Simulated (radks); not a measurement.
Question: These are the eigenvalues of the occupied orbitals of an atom or ion with whole-number occupations (eV). All-electron calculation, scalar-relativistic Kohn-Sham, LDA (Slater exchange, Perdew-Wang correlation), spin-unpolarised, spherical densities, finite nucleus; Fermi nuclear charge, rms radius of each element as measured or else 0.836 A^(1/3) + 0.57 fm. Program: a radial shooting solver on a logarithmic mesh with Libxc functionals.

| orbital | eigenvalue |
|---|---|
| 1s | -2115.934 |
| 2s | -211.5543 |
| 2p | -163.0636 |
| 3s | -45.7432 |

Which element is it, and in what charge state? The configuration may be excited.

Answer: Z = 15, phosphorus, charge +3: P3+ in [Ne] 3s2. The list shows which subshells hold electrons but not how many an open one holds; the 1s level, -77.759 hartree, gives Z - s = 12.5 by -(Z - s)^2/2, which with screening and relativity narrows Z to a few neighbours, and the depths of the outer levels then fix element, charge and occupations together.
